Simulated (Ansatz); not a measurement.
Basis sets compared for B(CN)3 (BC₃N₃). The state is a singlet with charge 0. Geometry B3LYP-D4/def2-SVP. Ansatz on 2 threads of AMD EPYC 7R13 on a shared host; times are rough, and most runs start from earlier orbitals.

```tsv
atom	x (Å)	y (Å)	z (Å)
B1	0.001	-0.001	0.000
C2	-0.174	0.010	-1.520
N3	-0.308	0.018	-2.675
C4	1.262	0.594	0.629
N5	2.218	1.048	1.108
C6	-1.086	-0.606	0.890
N7	-1.912	-1.064	1.567
```

Binding counts from free atoms (B doublet, C triplet, N quartet) in the same basis, without a counterpoise term.

```tsv
level	functions	energy (Eh)	HOMO (eV)	LUMO (eV)	binding per atom (eV)	wall time
PBE-D4/def2-SVP	98	-302.7912	-9.43	-5.87	6.05	1.1 s
PBE0-D4/def2-SVP	98	-302.7836	-10.92	-5.16	5.74	1.2 s
```

(1) Estimate the rows for PBE-D4/def2-TZVP, PBE0-D4/def2-TZVP (with forces).

## Answers

(1) 
| level | functions | energy (Eh) | HOMO (eV) | LUMO (eV) | binding per atom (eV) | wall time |
| --- | --- | --- | --- | --- | --- | --- |
| PBE-D4/def2-TZVP | 217 | -303.1336 | -9.59 | -6.06 | 5.98 | 2.3 s |
| PBE0-D4/def2-TZVP (with forces) | 217 | -303.1239 | -10.99 | -5.29 | 5.67 | 4.8 s |
